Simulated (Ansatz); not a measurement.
Potential energy curve for MgH, doublet.

Levels: UKS-PBE = unrestricted PBE/aug-cc-pVTZ (Ansatz, a program for electronic structure); UKS-CAM-B3LYP = unrestricted CAM-B3LYP/aug-cc-pVTZ (Ansatz); FCI = full CI/aug-cc-pVTZ, frozen core in Ansatz.

Energies relative to the lowest point of each curve near equilibrium, in eV; the last columns give the error against full CI:

| R / Å | UKS-PBE | UKS-CAM-B3LYP | FCI | UKS-PBE − FCI | UKS-CAM-B3LYP − FCI |
|---|---|---|---|---|---|
| 1.32 | 1.258 | 1.193 | 1.284 | -0.027 | -0.091 |
| 1.38 | 0.855 | 0.798 | 0.867 | -0.011 | -0.069 |
| 1.49 | 0.365 | 0.323 | 0.362 | 0.003 | -0.039 |
| 1.57 | 0.159 | 0.130 | 0.153 | 0.007 | -0.023 |
| 1.62 | 0.079 | 0.058 | 0.073 | 0.006 | -0.015 |
| 1.70 | 0.012 | 0.004 | 0.009 | 0.003 | -0.005 |
| 1.74 | 0.000 | 0.000 | 0.000 | 0.000 | 0.000 |
| 1.77 | 0.000 | 0.005 | 0.002 | -0.002 | 0.003 |
| 1.85 | 0.027 | 0.047 | 0.037 | -0.010 | 0.010 |
| 1.91 | 0.068 | 0.099 | 0.085 | -0.017 | 0.014 |
| 2.00 | 0.153 | 0.200 | 0.182 | -0.029 | 0.018 |
| 2.13 | 0.306 | 0.376 | 0.355 | -0.049 | 0.020 |
| 2.36 | 0.603 | 0.700 | 0.687 | -0.084 | 0.013 |
| 2.61 | 0.891 | 0.994 | 0.999 | -0.108 | -0.004 |
| 2.87 | 1.114 | 1.202 | 1.211 | -0.097 | -0.008 |
| 3.13 | 1.257 | 1.325 | 1.317 | -0.059 | 0.008 |
| 3.48 | 1.355 | 1.405 | 1.370 | -0.015 | 0.035 |
| 3.88 | 1.386 | 1.441 | 1.388 | -0.002 | 0.053 |
| 4.22 | 1.392 | 1.452 | 1.393 | 0.000 | 0.059 |
| 4.74 | 1.396 | 1.459 | 1.396 | 0.000 | 0.062 |
| 5.22 | 1.397 | 1.460 | 1.398 | -0.001 | 0.063 |
| 6.00 | 1.398 | 1.461 | 1.399 | -0.001 | 0.062 |
| 6.93 | 1.399 | 1.461 | 1.400 | -0.001 | 0.062 |

UKS-PBE is furthest from FCI at 2.61 (-0.108 eV, below); its mean absolute error over the points is 0.023 eV.

UKS-CAM-B3LYP is furthest from FCI at 1.32 (-0.091 eV, below); its mean absolute error over the points is 0.032 eV.
